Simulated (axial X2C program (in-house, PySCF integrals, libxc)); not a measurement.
HI: cheaper levels and CCSD(T), 2c

All values were computed with an in-house relativistic program for diatomic molecules. Two-component (2c) means X2C with spin–orbit coupling and atomic mean-field two-electron Coulomb and Gaunt terms. Basis: I dyall-cv3z [11s12p8d4f1g], H dyall-v3z [6s2p1d] (cores contracted in-house); Gaussian nuclei, density fitting, unrestricted open shells. Masses: I 126.904 u, H 1.008 u.

State: Ω = 0 (closed shell); fragments I + H.

| level | Re (Å) | ωe (cm⁻¹) | De (eV) |
| --- | --- | --- | --- |
| PBE0 | 1.615 | 2313.2 | 3.12 |
| HF | 1.602 | 2427.6 | 1.99 |
| MP2 | 1.606 | 2376.3 | 3.03 |
| CCSD | 1.613 | 2317.6 | 3.06 |
| r2SCAN | 1.616 | 2294.8 | n/a |

Correlated methods: 8 electrons correlated (number of frozen shells: I 4 s, 3 p, 2 d; H none), 178 virtual spin orbitals or spinors in MP2, 86 natural virtuals in coupled cluster.

CCSD(T), same Hamiltonian and basis:

Re = 1.615 Å, ωe = 2301.7 cm⁻¹, De = 3.11 eV; T1 = 0.007 (Lee–Taylor normalisation).

Give the differences from CCSD(T) in the columns below.



```tsv
level	ΔRe (Å)	Δωe (cm⁻¹)	ΔDe (eV)
PBE0	0.000	12	0.01
HF	-0.013	126	-1.12
MP2	-0.009	75	-0.08
CCSD	-0.002	16	-0.05
r2SCAN	0.001	-7	n/a
```

Occupations by symmetry block were frozen at the best pattern of an incomplete PBE0 search. Closed shells are restricted here (equal orbitals for both partners); the stretched side of such a curve lies too high. De is counted from the lowest determinant-based energies of the atoms at the same level, without counterpoise correction. De is not given where an atomic determinant may have missed its ground term or J level, or where the truncated virtual space spoils (T). CCSD and (T) use frozen natural virtuals with an MP2 correction for the truncation; (T) itself is uncorrected, so its De runs slightly low. Without a current term, density functionals place determinants with orbital angular momentum somewhat too high.
